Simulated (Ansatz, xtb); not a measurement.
Two isomers of C3H7ClF2Si2

Structure X is `C/C(=C\[SiH](F)F)[SiH2]Cl`, a singlet and structure Y is `F[Si]1(F)C[SiH2]C[C@@H]1Cl`, a singlet. Both are isolated molecules in the gas phase, relaxed with PBE0-D3(BJ)/def2-SVP; the shapes shown needn't be the lowest conformers.

X (Å):

```xyz
15

C     0.0846   -1.2919   -1.2811
C    -0.3690   -0.1159   -0.4711
C     0.0984    0.2205    0.7503
Cl   -1.1119    1.5953   -3.0933
F     2.2358   -1.7067    0.9781
F     0.6560   -1.4118    3.0023
Si    1.3775   -0.6073    1.7999
Si   -1.7193    0.9637   -1.2120
H     0.4118   -0.9572   -2.2792
H    -0.7587   -1.9829   -1.4515
H     0.9033   -1.8475   -0.8073
H    -0.3231    1.1206    1.2246
H     2.3230    0.3529    2.4118
H    -2.9804    0.1897   -1.3953
H    -1.9478    2.1548   -0.3494
```

Y (Å):

| atom | x (Å) | y (Å) | z (Å) |
| --- | --- | --- | --- |
| C | 1.5011 | -1.8495 | -0.7888 |
| C | -0.6188 | -1.1606 | 1.1430 |
| C | -0.8328 | -0.2156 | -0.0353 |
| Cl | -2.5616 | 0.1626 | -0.3410 |
| F | -0.9720 | -2.1044 | -2.1853 |
| F | 0.3627 | 0.0670 | -2.6631 |
| Si | 0.0116 | -1.0134 | -1.5160 |
| Si | 1.2075 | -1.7064 | 1.0845 |
| H | 2.4420 | -1.3715 | -1.1016 |
| H | 1.5350 | -2.9025 | -1.1118 |
| H | 2.0842 | -0.6392 | 1.6563 |
| H | 1.4330 | -2.9851 | 1.8192 |
| H | -0.9095 | -0.7016 | 2.1007 |
| H | -1.2479 | -2.0589 | 1.0127 |
| H | -0.3436 | 0.7534 | 0.1636 |

Problem. Estimate which is lower in electronic energy at CCSD(T)/def2-SVP + ΔMP2/def2-TZVPP, and by roughly how much.

Solution. The CCSD(T)/def2-SVP + ΔMP2/def2-TZVPP calculation puts structure X lower, by 0.174 eV.

How the difference moves with the method:

```
                             level              geometry  E(Y) − E(X) (eV)  departure from the last row (eV)  job, with rough time for the two
              PBE0-D3(BJ)/def2-SVP  PBE0-D3(BJ)/def2-SVP              −0.028                            −0.201                optimisation, 92 s
                       HF/def2-SVP  PBE0-D3(BJ)/def2-SVP              +0.537                            +0.363           part of the CCSD(T) run
                      MP2/def2-SVP  PBE0-D3(BJ)/def2-SVP              +0.204                            +0.030           part of the CCSD(T) run
                  CCSD(T)/def2-SVP  PBE0-D3(BJ)/def2-SVP              +0.292                            +0.119                      single point
CCSD(T)/def2-SVP + ΔMP2/def2-TZVPP  PBE0-D3(BJ)/def2-SVP              +0.174                                                  single point, 48 s
```

As drawn, Y has 2 C–Si, 1 C–Cl, 1 C–H in place of 1 C=C, 1 Cl–Si, 1 Si–H. Structure X has no ring, Y a 5-membered ring.

PBE0-D3(BJ)/def2-SVP puts the two in the other order. The largest departure from CCSD(T)/def2-SVP + ΔMP2/def2-TZVPP is that of HF/def2-SVP, 0.363 eV. Levels run at GFN2-xTB geometries aren't shown. The last row adds to CCSD(T) the change of the MP2 difference between the two basis sets, here −0.119 eV.

With thermal terms from frequencies at re-optimised GFN2-xTB minima (ideal gas, soft modes damped towards free rotors, one conformer each, 298.15 K, 1 atm): the zero-point term adds +0.091 eV; ΔH is +0.226 and ΔG +0.332 eV.

The correlated steps freeze 20 core orbitals. Mirror images aren't counted in ΔG. Codes used: Ansatz 0.2.0, xtb 6.7.1; the last row on 4 threads of AMD EPYC 9R45 96-Core Processor (Zen 5) on a shared host.
